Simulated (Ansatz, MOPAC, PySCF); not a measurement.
Isomers of CHN: 1 is C#N, 2 is [C-]#[NH+]; one conformer of each (the lowest of an xTB search), B3LYP-D3(BJ)/def2-TZVP minima.
Isomer 1 (charge 0, multiplicity 1):
```xyz
3

C     -0.02648     0.00000     0.00000
N      1.11969     0.00000     0.00000
H     -1.09320     0.00000     0.00000
```
Isomer 2 (charge 0, multiplicity 1, Z-matrix in Å and degrees):
```
N
C 1 1.1640
H 1 0.9974 2 179.99
```

No zero-point or thermal terms.

Frozen-core correlation. The state that PM7 reach isn't checked; PM7 holds dispersion and hydrogen-bond terms.

Programs: Ansatz (Gaussian basis) for Hartree–Fock, density functionals and correlated methods; MOPAC for PM7 (differences of heats of formation); PySCF for the dispersion terms. Values without a source in brackets are computed.

Q: One of these levels gives 15.29 kcal/mol for the electronic energy of isomer 2 less that of isomer 1. Which?
A. B2PLYP/def2-TZVPP
B. B3LYP-D3(BJ)/def2-TZVPP
C. MP2/cc-pVDZ
D. PM7

A: A, B2PLYP/def2-TZVPP. The others give 9.30 (PM7), 13.82 (B3LYP-D3(BJ)/def2-TZVPP), 18.42 (MP2/cc-pVDZ)

Ansatz is an electronic-structure program.
